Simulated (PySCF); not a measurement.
C2H6GeSi.
Cartesian coordinates in Å at the PBE0-D3(BJ)/def2-SVP level; atoms count from 1:
```
atom  x, y, z in Å
Si1    2.4409   -0.1606   -0.1054
C2     0.6307   -0.0370    0.1621
C3    -0.5774    0.0427    0.3400
Ge4   -2.4549    0.1636    0.6246
H5     3.0362    1.2070   -0.1280
H6     2.7070   -0.8396   -1.4067
H7     3.0551   -0.9505    1.0010
H8    -3.1770   -0.3801   -0.6161
H9    -2.8244    1.6361    0.8524
H10   -2.8185   -0.6723    1.8597
```

Theory: TDDFT wB97X-D/def2-SVPD, vertical, gas phase, core orbitals frozen in the response (PySCF 2.14.0, density-fitted response routines). Relativistic effects, spin–orbit coupling among them, are left out although an element past zinc is present.

Ground-to-excited transition dipoles (e·a0, same axes as the geometry; the sign carries no meaning), for the states with f of 0.002 or more among the lowest 10:

```
state  E (hartree)      μx      μy      μz
   S6       0.2941   2.897  -0.192  -0.433
   S7       0.3057  -0.017   0.056  -0.090
   S8       0.3057  -0.014  -0.092  -0.054
   S9       0.3090  -0.030   0.122  -0.168
  S10       0.3090  -0.027  -0.170  -0.118
```

(1) What oscillator strength does each state have?

(2) How is the summed strength of these states shared among x, y and z?

(3) What peak molar absorption coefficient would the strongest computed level give as a lone Gaussian band 0.3 eV wide at half height?

## Answers

(1) f = (2/3) ΔE |μ|² with ΔE in hartree (27.2114 eV).

| state | \|μ\|² (au) | \|μ\| (D) | f |
| --- | --- | --- | --- |
| S6 | 8.618 | 7.46 | 1.689 |
| S7 | 0.012 | 0.27 | 0.002 |
| S8 | 0.012 | 0.27 | 0.002 |
| S9 | 0.044 | 0.53 | 0.009 |
| S10 | 0.044 | 0.53 | 0.009 |

(2) (2/3) Σ ΔE μα² gives 1.646 for x, 0.019 for y and 0.048 for z, 1.712 in all.

(3) ε(max) = 2.175×10⁸ f / FWHM, with the width in cm⁻¹. S6: 2.175×10⁸ × 1.6894 / 2420 ≈ 150000 L mol⁻¹ cm⁻¹.

S7/S8 and S9/S10 coincide within about 0.01 eV; within a degenerate level the directions of the single components are arbitrary.

All these states lie below the vertical ionisation energy of 10.14 eV (ΔSCF).
